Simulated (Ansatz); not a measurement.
# Al2H6Sn2: where a starting geometry ends

The starting geometry of this gas-phase singlet was optimised with GFN2-xTB.

```
atom    x (Å)    y (Å)    z (Å)
  Al   0.1891  -0.7510   1.6908
  Al   2.1301  -0.1165  -0.1927
  Sn   0.1654   1.0925   3.5096
  Sn   0.9677   2.4168   1.0924
   H  -0.2867  -1.8901   0.7353
   H  -1.4507   1.3557   2.7986
   H   2.7748   1.0752   0.8119
   H   0.5724   0.4458  -0.4124
   H   2.9652  -0.2846  -1.4835
   H   2.0479  -1.3778   0.8472
```

Where would you expect an optimisation with B3LYP-D3(BJ)/def2-SVP to take it?

New bonds form, giving a structure with H6 bridging Sn3 and Sn4, H8 bridging Al1 and Al2, H10 bridging Al1 and Al2, given below by its coordinates. Distances that change by over a tenth: Al1–Sn3 (2.59 → 2.96 Å), Al1–Sn4 (3.32 → 2.96 Å), Al1–H10 (2.14 → 1.75 Å), Al2–Sn4 (3.07 → 4.50 Å), Sn3–H6 (1.79 → 2.01 Å). Contacts that close: Al1–H8 (2.45 → 1.75 Å), Sn4–H6 (3.14 → 2.01 Å).

The energy falls by 0.79 eV over 36 steps:

```tsv
step	E − E(last) (eV)
1	0.789
5	0.298
9	0.234
13	0.154
17	0.052
20	0.021
24	0.005
28	0.001
32	0.000
36	0.000
```

Final geometry (Å):

```xyz
10

Al    0.2438   -0.3416    0.9639
Al    2.5732   -0.1241   -0.2467
Sn    0.5555    0.8288    3.6662
Sn   -0.6023    2.3991    1.7069
H    -0.5843   -1.5889    0.4568
H    -1.3370    1.3468    3.2490
H     3.4311    1.1121    0.2325
H     0.9325    0.4111   -0.4561
H     2.9687   -1.1934   -1.3371
H     1.8940   -0.8839    1.1618
```

Frequencies at the end are all real (lowest 19 cm⁻¹). Atoms past krypton carry core potentials, without spin–orbit terms. Run with Ansatz 0.2.0, 2.6 min on 2 threads of Arm Neoverse V1, on a shared host.
